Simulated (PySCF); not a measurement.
Isomers C7H12OSi:

A. `C(=C)(C)[C@@]1(C(C)=O)C[SiH2]1`
B. `O1CC[Si@@]2(C=CCC2)C1`
C. `CCC1=C(CC=O)C[SiH2]1`
D. SMILES C=CO/C=C/C(=C)[SiH2]C

Spectrum 1. 13C{1H} NMR (computed): δ 196.0 (CH), 159.8 (C), 150.5 (C), 53.2 (CH2), 28.9 (CH2), 18.7 (CH2), 18.6 (CH3).

Spectrum 2. 13C{1H} NMR (computed): δ 165.2 (CH), 132.5 (CH), 73.0 (CH2), 61.6 (CH2), 36.8 (CH2), 18.7 (CH2), 7.9 (CH2).

Spectrum 3. 13C{1H} NMR (computed): δ 157.5 (CH), 154.7 (CH), 145.6 (C), 133.8 (CH2), 123.6 (CH), 97.2 (CH2), -9.8 (CH3).

Spectrum 4. 13C{1H} NMR (computed): δ 210.5 (C), 154.0 (C), 129.9 (CH2), 49.1 (C), 31.3 (CH3), 24.2 (CH3), 13.9 (CH2).

Method: structure optimised with GFN2-xTB, GIAO PBE0/pcSseg-1 shieldings, in PySCF (no relativistic terms, equivalent nuclei averaged, no solvent model, one computed conformer).

δ = σ(ref) − σ, references computed at the same level: TMS for 13C (186.93 ppm). Shifts are as computed. Against solution values, carbons near 30 ppm lie about +3 ppm off and those near 130 ppm about +5 ppm. Of 1309 compounds with measured shifts, 239 miss one by over three times the rms of a fit or turn the order of signals round; such compounds aren't used in these exercises.

Q: Which spectrum belongs to which compound?

A: 1–C, 2–B, 3–D, 4–A.

- Spectrum 1 (C): 7 13C signals; δC 196.0 is an aldehyde carbonyl carbon; δC 159.8 is a fully substituted alkene carbon.
- Spectrum 2 (B): 7 13C signals; δC 132.5 is an alkene CH; δC 73.0 is an sp3 CH2 bonded to O.
- Spectrum 3 (D): 7 13C signals; δC 157.5 is an alkene carbon bearing oxygen; δC 154.7 is an alkene carbon bearing oxygen.
- Spectrum 4 (A): 7 13C signals; δC 210.5 is a ketone carbonyl carbon; δC 154.0 is a fully substituted alkene carbon.
